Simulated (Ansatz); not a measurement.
Computed with Ansatz on PBE0-D4/def2-TZVP structures; ΔE is electronic, products minus reactants. CCSD(T)/CBS is the MP2 limit (def2-TZVPP, def2-QZVPP) plus CCSD(T) − MP2 in def2-TZVPP, frozen cores. This one scheme is used for every species. DFT in def2-TZVPP. Triplets are unrestricted, without spin–orbit coupling. Each species was taken in one conformer, which may not be the lowest.

Consider the formal loss of a carbene: `C[SiH2]B(F)F` → `[CH2]` (triplet) + `FB(F)[SiH3]`.

`C[SiH2]B(F)F`:

Cartesian coordinates in Å:
```
C 1.097 -0.711 0.738
Si 0.193 0.701 -0.093
B -1.612 0.118 -0.834
F -2.053 -1.124 -0.722
F -2.415 0.960 -1.458
H 1.275 -1.525 0.033
H 0.512 -1.109 1.570
H 2.062 -0.380 1.128
H -0.049 1.818 0.863
H 0.990 1.253 -1.225
```

`[CH2]` (triplet):

Cartesian coordinates in Å:
```
C -0.228 -0.107 0.113
H 0.316 0.525 0.798
H -0.088 -0.418 -0.911
```

`FB(F)[SiH3]`:

```xyz
7

F    -0.541    0.595   -2.043
B    -0.389   -0.287   -1.075
F    -0.674   -1.540   -1.377
Si    0.271    0.225    0.781
H     0.252    1.698    0.964
H     1.664   -0.271    0.939
H    -0.583   -0.420    1.812
```

```json
{"level": "PBE-D4", "ΔE (kJ/mol)": "482.3"}
{"level": "PBE0-D4", "ΔE (kJ/mol)": "474.3"}
{"level": "ωB97X-V", "ΔE (kJ/mol)": "485.6"}
{"level": "PBE", "ΔE (kJ/mol)": "476.5"}
{"level": "HF/def2-TZVPP", "ΔE (kJ/mol)": "325.6"}
{"level": "CCSD(T)/def2-TZVPP", "ΔE (kJ/mol)": "463.4"}
{"level": "MP2/def2-QZVPP", "ΔE (kJ/mol)": "485.7"}
{"level": "CCSD/CBS(def2)", "ΔE (kJ/mol)": "465.1"}
```

Task: What does CCSD(T)/CBS give? (Best estimate.)

Result: Ansatz gave: +476.3 kJ/mol. The listed levels differ from it by 6.0, -2.0, 9.3, 0.2, -150.7, -12.9, 9.4, -11.2 kJ/mol.

Largest T1 diagnostic among the species: 0.014.

In def2-TZVPP, CCSD(T) changes the Hartree–Fock value by +137.8 kJ/mol (the triples alone add +11.1 kJ/mol) and MP2 by +152.7 kJ/mol. From PBE to PBE0 (25 % exact exchange), in def2-TZVPP and without D4, ΔE moves by −7.2 kJ/mol. The D4 term adds +9.4 kJ/mol with B3LYP and +5.1 kJ/mol with PBE0; it sums over pairs of atoms, weighted by their polarisabilities, and B3LYP, whose exchange is more repulsive, gets the larger term.

B3LYP here is the variant with VWN-RPA as its local correlation; programs differ in this.
